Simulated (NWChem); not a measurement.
Species: C₃H₂ClN; SMILES C(/Cl)=C/C#N

Program: NWChem. Pople sets run with spherical d functions. All runs use the structure optimised with PBE-D3(BJ)/def2-SVP. Level: M06-2X/6-31G* with SMD (1 M gas to 1 M solution), gas-phase geometry.

```csv
solvent,dielectric constant,solvation free energy (kcal/mol),cavity-dispersion-structure term (kcal/mol),dipole in solution (D)
water,78.4,-3.2,4.3,5.62
acetone,20.5,-6.8,0.4,5.54
cyclohexane,2.02,-3.7,-0.4,4.79
1-octanol,9.86,(withheld),(withheld),(withheld)
ethylene glycol,40.2,-3.4,4.0,5.59
toluene,2.37,-4.4,-0.5,4.90
tetrahydrofuran,7.43,-5.9,0.5,5.38
```

Question: Some entries are withheld; supply them.

Answer: 
- 1-octanol, solvation free energy (kcal/mol): -5.1
- 1-octanol, cavity-dispersion-structure term (kcal/mol): 1.6
- 1-octanol, dipole in solution (D): 5.44
